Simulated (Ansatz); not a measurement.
Reaction (ligand exchange at a Ge–C bond): `F[SiH](Cl)C#[C][GeH3]` + `O[Si](F)(Cl)Cl` → `F[Si](Cl)(Cl)[O][GeH3]` + `C#C[SiH](F)Cl`

Program: Ansatz. Geometries: PBE0-D4/def2-TZVP. ΔE: electronic, gas phase. CCSD(T)/CBS is the MP2 limit (def2-TZVPP, def2-QZVPP) plus CCSD(T) − MP2 in def2-TZVPP, frozen cores. DFT in def2-TZVPP. For Ge outer-core shells are correlated without core-valence functions, which leaves a few kJ/mol of doubt a bond. Scalar relativity is left out up to krypton. One conformer a species, not always the lowest.

Is it downhill or uphill in electronic energy at CCSD(T)/CBS, and by how much? (An estimate is asked.)

Computed: Downhill: ΔE = -0.27 eV.

What do these levels give: revPBE-D4, PBE0-D4, r2SCANh-D4, B2PLYP, r2SCAN0, HF/CBS(def2)? (Estimate.)

The calculation gave: revPBE-D4 -0.21, PBE0-D4 -0.22, r2SCANh-D4 -0.25, B2PLYP -0.27, r2SCAN0 -0.25, HF/CBS(def2) -0.42 eV.

Largest T1 diagnostic among the species: 0.012.

From BLYP to BHLYP (50 % exact exchange), in def2-TZVPP and without D4, ΔE moves by −0.07 eV. At CCSD(T), def2-SVP lies −0.05 eV from the extrapolated value and def2-TZVPP +0.01 eV.
